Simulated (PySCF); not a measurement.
Working with the constants of BeTl

UHF-CCSD(T) constants of BeTl, ²Π (doublet), unpaired electrons π ↑ (Be def2-SVP, Tl def2-SVP with ECP60; scalar-relativistic core potentials (PySCF 2.14); masses 9.0122 and 204.9744 u):

```
ωe              : 192.9 cm⁻¹
ωexe            : 8.47 cm⁻¹
Be              : 0.25226 cm⁻¹
αe              : 0.00865 cm⁻¹
D (centrifugal) : 1.73e-06 cm⁻¹
De to Be + Tl   : 0.160 eV
```

Give the vibrational terms G(v) and spacings up to v = 2.

G(v) = ωe(v+½) − ωexe(v+½)².

| v | G(v) (cm⁻¹) | G(v) − G(v−1) | Bv (cm⁻¹) |
| --- | --- | --- | --- |
| 0 | 94 |  | 0.2479 |
| 1 | 270 | 176 | 0.2393 |
| 2 | 429 | 159 | 0.2306 |

How well does the Morse estimate ωe²/(4ωexe) reproduce De, and what is D0?

It gives 0.136 eV, 85 % of the computed De. D0 = De − G(0) = 0.160 − 0.012 = 0.148 eV.

Correlated steps freeze 4 core orbitals. The bond is weak. Basis-set superposition, not corrected here, can be much of De in a small basis, most of all at correlated wavefunction levels. These are scalar-relativistic numbers at best; spin–orbit coupling would shift them, the dissociation energy most. The state was picked by a PBE0 search and need not be the measured ground state.
